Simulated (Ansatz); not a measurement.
Geometry optimisation, UKS B3LYP/6-31G in Ansatz 0.2.0.

Input:

```yaml
crystal:
  periodic: [false, false, false]
  atoms:
    - { symbol: Al, position_ang: [-0.526021, -1.85472, 0.079777] }
    - { symbol: Cl, position_ang: [2.119237, 0.468837, 0.351932] }
    - { symbol: H, position_ang: [-0.276003, -3.069587, -0.928828] }
    - { symbol: H, position_ang: [-0.492698, -1.892999, 1.665914] }
    - { symbol: B, position_ang: [0.788232, 1.741304, 0.318617] }
    - { symbol: O, position_ang: [-0.961212, -0.224551, -0.613085] }
    - { symbol: Cl, position_ang: [0.587002, 2.741383, -1.14788] }
    - { symbol: Cl, position_ang: [-0.104356, 2.101852, 1.816767] }
    - { symbol: H, position_ang: [-1.13408, -0.011419, -1.543214] }
magnetization:
  spin_polarized: true
basis:
  gaussian: { orbitals: "6-31G" }
hamiltonian:
  xc: b3lyp
relax:
  f_tol: 0.03
  max_steps: 50
```

Run as:

```bash
$ ansatz run input.yaml --threads 2 --pin off --max-ram 3072MiB --backend cpu --events-out ev --progress --plain --runs-dir out
```

**Question.** Where does it end, and by what steps?

**Answer.** The forces met the threshold. Limits of this set-up: no polarisation functions. After 19 steps the energy has fallen by 1.406 eV; H9 moved furthest, 1.13 Å. Joined: Al1–Cl2 (3.53 → 2.44 Å), B5–O6 (2.79 → 1.51 Å).

```
step  energy less start (eV)  largest force component (eV/Å)  accepted
   0                  0.0000                           1.221       yes
   1                 -0.0801                           0.497       yes
   2                 -0.3183                           0.913       yes
   3                 -0.7580                           1.729       yes
   4                 -0.9908                           1.106       yes
   5                 -1.0071                           2.324       yes
   6                 -1.2413                           0.498       yes
   7                 -1.3135                           0.524       yes
   8                 -1.2894                           0.773        no
   9                 -1.3653                           0.143       yes
  10                 -1.3739                           0.158       yes
  11                 -1.3888                           0.206       yes
  12                 -1.3879                           0.816        no
  13                 -1.3961                           0.079       yes
  14                 -1.4003                           0.213       yes
  15                 -1.4024                           0.278       yes
  16                 -1.4036                           0.212       yes
  17                 -1.4049                           0.083       yes
  18                 -1.4053                           0.039       yes
  19                 -1.4056                           0.013       yes
```

```xyz
9
Properties=species:S:1:pos:R:3
Al -0.028 -1.611 0.128
Cl 1.792 -0.063 0.613
H 0.278 -2.397 -1.216
H -0.636 -2.162 1.486
B 0.291 1.245 -0.002
O -0.712 0.143 -0.261
Cl 0.801 2.103 -1.549
Cl -0.202 2.328 1.402
H -1.583 0.411 -0.600
```

Whether the end is a true minimum wasn't checked by a vibrational analysis.

Time of the run: 51 s on 2 threads of Intel(R) Xeon(R) 6975P-C (Granite Rapids), with other jobs on the host, peak memory 0.31 GiB.
